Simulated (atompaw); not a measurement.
Scattering properties, PAW (atompaw) potential for arsenic (As)

As (Z = 33), PAW, made with atompaw 4.2.0.5 (PBE, scalar-relativistic). Core [Ar] 3d10, reference 4s1.75 4p3.25. Waves: 4s (bound); 4s channel at -0.32 Ry; 4p (bound); 4p channel at 3.4 Ry. Local part: bessel scheme, radius 1.95 bohr. Core correction: smooth core density matched at 1.35 bohr. Augmentation charge: besselshape compensation charge, radius 2.00 bohr; PAW radius 2.10 bohr; waves and projectors: bloechl.

The phase is arctan(r·u′/u) with u = r·R(r), unwrapped; energies in Ry, scanned from -3 to 5 Ry. A pole is an energy at which the radial function vanishes at the test radius. The pseudo phase is shifted by a multiple of π to meet the all-electron one at the reference energy, and phase errors are pseudo minus all-electron; the curves can meet again beyond the range given. Levels narrower than the energy grid can be missing from the lists of poles.

Q: For each channel, where are the poles, and over which energies does the pseudopotential scatter like the atom?

A:

| channel | radius (bohr) | reference energy (Ry) | poles, all-electron | poles, pseudo | unbroken range about the reference energy with phases within 0.05 rad | phase error 1 Ry above the reference energy (rad) |
| --- | --- | --- | --- | --- | --- | --- |
| s | 2.10 | -1.08 | 0.88 | 0.91 | below 3.8 | +0.000 |
| p | 2.10 | -0.39 | 2.37 | 2.37 | the whole range | -0.000 |

Phases in the p channel:

```csv
E (Ry),all-electron,pseudo
-3.00,1.226,1.226
-2.52,1.177,1.176
-2.04,1.101,1.101
-1.56,0.975,0.974
-1.08,0.727,0.726
-0.60,0.173,0.173
-0.12,-0.637,-0.637
0.36,-1.106,-1.106
0.84,-1.320,-1.320
1.32,-1.435,-1.436
1.80,-1.509,-1.509
2.28,-1.562,-1.562
2.76,-1.605,-1.605
3.24,-1.642,-1.642
3.72,-1.678,-1.678
4.20,-1.715,-1.715
4.68,-1.756,-1.756
```
